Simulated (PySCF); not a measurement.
## Electronic absorption of C4H3NO3

Species: C₄H₃NO₃.
SMILES with atom numbers: `[O:1]=[C:2]([OH:3])[c:4]1[cH:5][n:6][o:7][cH:8]1` (hydrogens: H9 on O3; H10 on C5; H11 on C8)

Computed, not measured: PySCF, TDDFT PBE0/def2-SVPD, vertical, gas phase, core orbitals frozen in the response. The structure is a single GFN2-xTB conformer in the gas phase; no vibrational or solvent corrections. Torsions of this conformer, `[O:1]=[C:2]([OH:3])[c:4]1[cH:5][n:6][o:7][cH:8]1`: O1–C2–C4–C5 180°, H–O3–C2–O1 0°.

Task: Predict the UV-vis stick spectrum at this level.

Result: 

```json
{"state": "S1", "E (eV)": "5.16", "E (hartree)": "0.1896", "f": "0.0001", "|μ| (D)": "0.07", "symmetry": "–", "main configurations (H = HOMO, L = LUMO)": "H-1→L (90%)"}
{"state": "S2", "E (eV)": "6.06", "E (hartree)": "0.2227", "f": "0.117", "|μ| (D)": "2.25", "symmetry": "A′", "main configurations (H = HOMO, L = LUMO)": "H→L (92%)"}
{"state": "S3", "E (eV)": "6.17", "E (hartree)": "0.2268", "f": "0.0025", "|μ| (D)": "0.33", "symmetry": "A″", "main configurations (H = HOMO, L = LUMO)": "H-3→L (64%), H-1→L+1 (25%)"}
{"state": "S4", "E (eV)": "6.53", "E (hartree)": "0.2399", "f": "0.022", "|μ| (D)": "0.93", "symmetry": "A′", "main configurations (H = HOMO, L = LUMO)": "H-2→L (60%), H→L+1 (34%)"}
{"state": "S5", "E (eV)": "6.71", "E (hartree)": "0.2468", "f": "0.0020", "|μ| (D)": "0.28", "symmetry": "A″", "main configurations (H = HOMO, L = LUMO)": "H-1→L+1 (58%), H-3→L (33%)"}
{"state": "S6", "E (eV)": "7.18", "E (hartree)": "0.2639", "f": "0.385", "|μ| (D)": "3.76", "symmetry": "A′", "main configurations (H = HOMO, L = LUMO)": "H→L+1 (52%), H-2→L (32%)"}
```

Triplets, Tamm–Dancoff:

| state | E (eV) | λ (nm) | main configurations (H = HOMO, L = LUMO) |
| --- | --- | --- | --- |
| T1 | 4.10 | 302.2 | H→L (88%) |
| T2 | 4.76 | 260.5 | H-1→L (83%) |

The lowest singlet lies at 5.16 eV (240 nm, ultraviolet) and is dark (f under 0.0005); its leading configuration is HOMO-1→LUMO (90%). The strongest level in the table is S6 at 7.18 eV (173 nm, f = 0.385). It is the last of those listed, so stronger ones may follow. Löwdin shares by element: HOMO carbon 48% or more, nitrogen 24%, oxygen 9% or more (atoms not listed hold the other 20%); LUMO carbon 57% or more, oxygen 14% or more (atoms not listed hold the other 29%). The oscillator strengths of these states sum to 0.528; summed over the whole spectrum of an exact calculation they would give the number of electrons, 58 (Thomas–Reiche–Kuhn). The listed states span 2.02 eV, and the widest gap between neighbours is 0.90 eV (S1 to S2). Orbital energies (eV): HOMO-3 -9.42, HOMO-2 -9.41, HOMO-1 -8.60, HOMO -8.37, LUMO -1.63, LUMO+1 -0.55, LUMO+2 0.23. Symmetry labels in Cs follow from the direction of the transition dipole and are given only for states with f of 0.002 or more. Only the lowest 6 singlets were computed, as vertical energies without vibronic structure.
